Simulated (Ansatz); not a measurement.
Input for Ansatz (an electronic-structure program): R-wB97M-V/def2-TZVPP on Cl2Ge (SMILES [Cl][Ge][Cl]), atoms moved off the minimum.

Ansatz 0.2 input:
```yaml
crystal:
  periodic: [false, false, false]
  atoms:
    - {symbol: Ge, position_ang: [0.15615038, -0.04746209, 0.65603305]}
    - {symbol: Cl, position_ang: [1.06687506, 1.34727887, -0.67346946]}
    - {symbol: Cl, position_ang: [-1.06812231, -1.26204771, -0.70168859]}
basis:
  gaussian:
    orbitals: def2-TZVPP
hamiltonian:
  xc: {name: wB97M-V}
scf: {lower_state_search: off}
output: {forces: true}
```

Output:

```
WARN ansatz: RAYON_NUM_THREADS=6 ignored (pool sized by the plan → 6); use --threads N
Functional definition: wB97M-V
these checks for a lower state are left out or cut short: stability, starts, cluster_reference, orbital_swaps, neighbouring_geometries, increment
integrals: 0.09 GiB planned
1006 factors; their error is unknown
integrals: 0.12 GiB planned
145 factors; integrals over basis functions are off by at most 5.7e-5 eV
mean field: 0.77 GiB planned
mean field evaluation 1: about -81560.9115 eV, gradient 2.3e1 eV
mean field evaluation 2: about -81561.2583 eV, gradient 2.5e1 eV
mean field evaluation 4: about -81562.2446 eV, gradient 7.9e-1 eV
mean field evaluation 8: about -81562.4375 eV, gradient 2.6e-2 eV
mean field evaluation 16: about -81562.4375 eV, gradient 1.9e-5 eV
mean field -81562.43748796 eV, -2997.3642926769 hartree, gradient 4.1e-6 eV, S^2 0.000000; 0 other end points of the search recorded, 0 dependent functions left out
the calculation of the forces begins
reference -81562.43752071 eV, -2997.3642938802 hartree; 33, 33 occupied and 99, 99 virtual orbitals, 1006 factors
Total energy: -81562.43752071 eV, -2997.3642938802 hartree
Atom 0 at     0.156150    -0.047462     0.656033 Å, force    -0.370949    -0.575264     0.575666 eV/Å
Atom 1 at     1.066875     1.347279    -0.673469 Å, force     0.256300     0.432085    -0.562617 eV/Å
Atom 2 at    -1.068122    -1.262048    -0.701689 Å, force     0.114649     0.143179    -0.013049 eV/Å
Dipole moment:     0.089992     0.029166     0.386101 e Å
Checks for a lower state left out: stability, starts, cluster_reference, orbital_swaps, neighbouring_geometries, increment
```

The run converged.

Cost: around 9 core-seconds (rough).
